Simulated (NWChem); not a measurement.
System: C₂H₄F₂OSi; SMILES FC(F)=CO[SiH3]

The following NWChem deck was run.

```
start job
memory heap 200 mb stack 900 mb global 1100 mb
geometry units angstroms noautoz
  F      1.096720    -1.665610     0.540424
  C     -0.104368    -1.397190     0.095509
  F     -0.886089    -2.451517     0.137484
  C     -0.504186    -0.211329    -0.361651
  O      0.345853     0.838712    -0.447492
  Si    -0.002603     2.389435     0.096283
  H     -1.534383    -0.104813    -0.717563
  H     -1.265588     2.870147    -0.542754
  H      1.151608     3.226860    -0.317041
  H     -0.170357     2.403641     1.579682
end
basis spherical
  * library 6-31g*
end
dft
  xc m06-l
  iterations 150
  mulliken
end
task dft gradient
```

NWChem printed, in part:

```
             Northwest Computational Chemistry Package (NWChem) 7.3.0
             --------------------------------------------------------

 C1  symmetry detected

                             Geometry "geometry" -> ""
                             -------------------------

 Output coordinates in angstroms (scale by  1.889725989 to convert to a.u.)

  No.       Tag          Charge          X              Y              Z
 ---- ---------------- ---------- -------------- -------------- --------------
    1 F                    9.0000     1.24289443    -1.67979658     0.07015686
    2 C                    6.0000    -0.03934062    -1.43344908    -0.01814499
    3 F                    9.0000    -0.75712165    -2.51831692     0.16159705
    4 C                    6.0000    -0.57391190    -0.23973731    -0.27192004
    5 O                    8.0000     0.19790440     0.84607552    -0.51240121
    6 Si                  14.0000    -0.02541362     2.34785817     0.20637038
    7 H                    1.0000    -1.66402707    -0.15333755    -0.33115571
    8 H                    1.0000    -1.42430947     2.81477978    -0.03787955
    9 H                    1.0000     0.95564470     3.25246653    -0.44442043
   10 H                    1.0000     0.21280731     2.26961253     1.67808510

 Effective nuclear repulsion energy (a.u.)     292.5058687985

                                 NWChem DFT Module
                                 -----------------

 Summary of "ao basis" -> "ao basis" (spherical)
 ------------------------------------------------------------------------------
       Tag                 Description            Shells   Functions and Types
 ---------------- ------------------------------  ------  ---------------------
 F                           6-31g*                  6       14   3s2p1d
 C                           6-31g*                  6       14   3s2p1d
 O                           6-31g*                  6       14   3s2p1d
 Si                          6-31g*                  8       18   4s3p1d
 H                           6-31g*                  2        2   2s

            General Information
            -------------------
          SCF calculation type: DFT
          Wavefunction type:  closed shell.
          No. of atoms     :    10
          No. of electrons :    56
           Alpha electrons :    28
            Beta electrons :    28
          Charge           :     0
          Spin multiplicity:     1
          Use of symmetry is: off; symmetry adaption is: off
          Maximum number of iterations: 150
          AO basis - number of functions:    96
                     number of shells:    46
          Convergence on energy requested:  1.00D-06
          Convergence on density requested:  1.00D-05
          Convergence on gradient requested:  5.00D-04

              XC Information
              --------------
                        M06-L Method XC Functional
                         M06-L Exchange Functional  1.000
                       M06-L Correlation Potential  1.000

             Grid Information
             ----------------
          Grid used for XC integration:  medium
          Radial quadrature: Mura-Knowles
          Angular quadrature: Lebedev.
          Tag              B.-S. Rad. Rad. Pts. Rad. Cut. Ang. Pts.
          ---              ---------- --------- --------- ---------
          F                   0.50       49          13.0       434
          C                   0.70       49          11.0       434
          O                   0.60       49           8.0       434
          Si                  1.10       88          10.0       590
          H                   0.35       45          11.0       434
          Grid pruning is: on
          Number of quadrature shells:   513
          Spatial weights used:  Erf1

      Superposition of Atomic Density Guess
      -------------------------------------

 Sum of atomic energies:        -639.62976225

      Non-variational initial energy
      ------------------------------

 Total energy =    -641.920552
 1-e energy   =   -1467.611588
 2-e energy   =     533.185167
 HOMO         =      -0.202566
 LUMO         =       0.044119

     ---------------------------------------------
      Total Density - Mulliken Population Analysis
     ---------------------------------------------

    Atom       Charge   Shell Charges
 -----------   ------   -------------------------------------------------------
    1 F    9     9.43   2.00  0.94  3.38  1.01  2.09  0.01
    2 C    6     4.89   2.00  0.64  1.42  0.31  0.42  0.10
    3 F    9     9.43   2.00  0.94  3.38  1.01  2.09  0.01
    4 C    6     6.13   2.00  0.69  1.89  0.50  0.98  0.06
    5 O    8     8.83   2.00  0.92  3.09  0.91  1.89  0.02
    6 Si  14    13.28   2.00  2.00  5.97  0.93  1.50  0.30  0.41  0.16
    7 H    1     0.79   0.46  0.33
    8 H    1     1.08   0.47  0.60
    9 H    1     1.07   0.47  0.59
   10 H    1     1.08   0.47  0.60

   convergence    iter        energy       DeltaE   RMS-Dens  Diis-err
 ---------------- ----- ----------------- --------- --------- ---------
 d= 0,ls=0.0,diis     1   -642.7938345231 -9.35D+02  1.69D-02  1.10D+00
 d= 0,ls=0.0,diis     2   -642.5822222353  2.12D-01  1.24D-02  3.38D+00
 d= 0,ls=0.0,diis     3   -642.9151301413 -3.33D-01  3.96D-03  1.04D-01
 d= 0,ls=0.0,diis     4   -642.9211771042 -6.05D-03  1.80D-03  5.70D-02
 d= 0,ls=0.0,diis     5   -642.9250431258 -3.87D-03  5.88D-04  2.61D-03
  Resetting Diis
 d= 0,ls=0.0,diis     6   -642.9253808092 -3.38D-04  2.25D-04  2.60D-04
 d= 0,ls=0.0,diis     7   -642.9254225718 -4.18D-05  1.77D-04  4.42D-05
 d= 0,ls=0.0,diis     8   -642.9254178248  4.75D-06  7.94D-05  1.09D-04
 d= 0,ls=0.0,diis     9   -642.9254305945 -1.28D-05  2.59D-05  3.93D-06
 d= 0,ls=0.0,diis    10   -642.9254308184 -2.24D-07  1.22D-05  2.89D-06
 d= 0,ls=0.0,diis    11   -642.9254311261 -3.08D-07  1.98D-06  4.86D-08

         Total DFT energy =     -642.925431126095
      One electron energy =    -1469.914314997324
           Coulomb energy =      597.317875214779
    Exchange-Corr. energy =      -62.834860142035
 Nuclear repulsion energy =      292.505868798485

 Numeric. integr. density =       56.000000332874

                       DFT Final Molecular Orbital Analysis
                       ------------------------------------

 Vector   26  Occ=2.000000D+00  E=-3.224839D-01
              MO Center=  3.1D-01,  2.1D+00,  2.8D-01, r^2= 3.2D+00
   Bfn.  Coefficient  Atom+Function         Bfn.  Coefficient  Atom+Function
  ----- ------------  ---------------      ----- ------------  ---------------
    79      0.304837   6 Si pz               94     -0.283489   9 H  s
    96      0.269168  10 H  s                93     -0.223464   9 H  s
    61     -0.220315   5 O  pz               95      0.218863  10 H  s
    65     -0.157815   5 O  pz               77     -0.126158   6 Si px
    47     -0.124561   4 C  pz               75     -0.124173   6 Si pz

 Vector   27  Occ=2.000000D+00  E=-2.856444D-01
              MO Center= -2.3D-01,  1.1D+00, -2.4D-01, r^2= 2.6D+00
   Bfn.  Coefficient  Atom+Function         Bfn.  Coefficient  Atom+Function
  ----- ------------  ---------------      ----- ------------  ---------------
    59      0.455241   5 O  px               63      0.342498   5 O  px
    92      0.247163   8 H  s                60     -0.183993   5 O  py
    91      0.164841   8 H  s                90      0.163124   7 H  s
    96     -0.150406  10 H  s                20     -0.143000   2 C  s
    89      0.138279   7 H  s                64     -0.137348   5 O  py

 Vector   28  Occ=2.000000D+00  E=-1.985880D-01
              MO Center= -1.6D-01, -5.8D-01, -1.6D-01, r^2= 2.4D+00
   Bfn.  Coefficient  Atom+Function         Bfn.  Coefficient  Atom+Function
  ----- ------------  ---------------      ----- ------------  ---------------
    19      0.364017   2 C  pz               47      0.360963   4 C  pz
    61     -0.306078   5 O  pz               51      0.285247   4 C  pz
    65     -0.272348   5 O  pz               33     -0.212907   3 F  pz
     5     -0.207183   1 F  pz               23      0.177902   2 C  pz
    37     -0.170688   3 F  pz                9     -0.169244   1 F  pz

 Vector   29  Occ=0.000000D+00  E=-1.282058D-03
              MO Center= -5.1D-02,  2.3D+00,  2.4D-01, r^2= 4.1D+00
   Bfn.  Coefficient  Atom+Function         Bfn.  Coefficient  Atom+Function
  ----- ------------  ---------------      ----- ------------  ---------------
    82      0.914659   6 Si py               62      0.569681   5 O  s
    78      0.388047   6 Si py               83      0.329570   6 Si pz
    94     -0.254987   9 H  s                64      0.170109   5 O  py
    79      0.162222   6 Si pz               96     -0.152789  10 H  s
    58      0.151856   5 O  s                21     -0.142971   2 C  px

[...]

                         DFT ENERGY GRADIENTS

    atom               coordinates                        gradient
                 x          y          z           x          y          z
   1 F       2.348730  -3.174355   0.132577   -0.011357   0.001878  -0.000861
   2 C      -0.074343  -2.708826  -0.034289    0.004726  -0.012443   0.002489
   3 F      -1.430752  -4.758929   0.305374    0.006282   0.008786  -0.001015
   4 C      -1.084536  -0.453038  -0.513854    0.009356   0.005079  -0.003765
   5 O       0.373985   1.598851  -0.968298   -0.006187  -0.009022   0.002186
   6 Si     -0.048025   4.436809   0.389983    0.002066   0.000920  -0.001092
   7 H      -3.144555  -0.289766  -0.625794   -0.004273  -0.000316   0.000114
   8 H      -2.691555   5.319163  -0.071582   -0.005827   0.001481  -0.001314
   9 H       1.805907   6.146271  -0.839833    0.004228   0.004557  -0.002666
  10 H       0.402148   4.288946   3.171121    0.000988  -0.000921   0.005925
```

Level: M06-L/6-31G* (spherical d). Coordinates come from a PBE0/def2-SVP optimisation.
